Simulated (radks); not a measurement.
Results of a calculation; reference values are marked as such.
Q: These are the eigenvalues of the occupied orbitals of an atom or ion with whole-number occupations (hartree). Level of theory: scalar-relativistic Kohn-Sham, PBE, spin-polarised, spherical densities, finite nucleus; Fermi nuclear charge, rms radius of each element as measured or else 0.836 A^(1/3) + 0.57 fm (a radial shooting solver on a logarithmic mesh with Libxc functionals).

orbital  eigenvalue
1s up     -350.7129
1s down   -350.7128
2s up     -43.20159
2s down   -43.20157
2p up     -37.53292
2p down   -37.53287
3s up      -5.39626
3s down    -5.39611
3p up      -3.71304
3p down    -3.71284
3d up      -1.01425
3d down    -1.01369
6s up      -0.12420

Which element is it, and in what charge state? The configuration may be excited. Open shells, if any, are filled with parallel spins first.

A: Z = 30, zinc, charge +1: Zn+ in [Ar] 3d10 6s1. The list shows which subshells hold electrons but not how many an open one holds; the 1s level, -350.71 hartree, gives Z - s = 26.5 by -(Z - s)^2/2, which with screening and relativity narrows Z to a few neighbours, and the depths of the outer levels then fix element, charge and occupations together.
